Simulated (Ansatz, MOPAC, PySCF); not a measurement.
Isomers of C2H5B. Gas-phase values, no solvent. One relaxed conformer stands for each flexible species; it need not be the lowest. Strings in code marks are SMILES.

Quantity: vertical ionisation energy (energy after one electron is removed minus that of the parent at the parent's geometry), in eV. The restricted reference of `BC=C` is unstable towards unrestricted orbitals.

Level 1: B3LYP/6-31G* // B3LYP-D3(BJ)/def2-TZVP (PySCF)
Level 2: minus the HOMO energy of HF/3-21G // B3LYP-D3(BJ)/def2-TZVP (PySCF)
Level 3: minus the HOMO energy of PM3 // B3LYP-D3(BJ)/def2-TZVP (MOPAC)
Level 4: HF/cc-pVTZ // B3LYP-D3(BJ)/def2-TZVP (Ansatz, a quantum-chemistry and plane-wave program)

```csv
species,level 1,level 2,level 3,level 4
`BC=C`,10.74,10.65,11.20,9.20
`B1CC1`,9.73,10.47,11.30,9.04
`[H]/B=C/C`,8.44,8.48,9.96,7.29
```
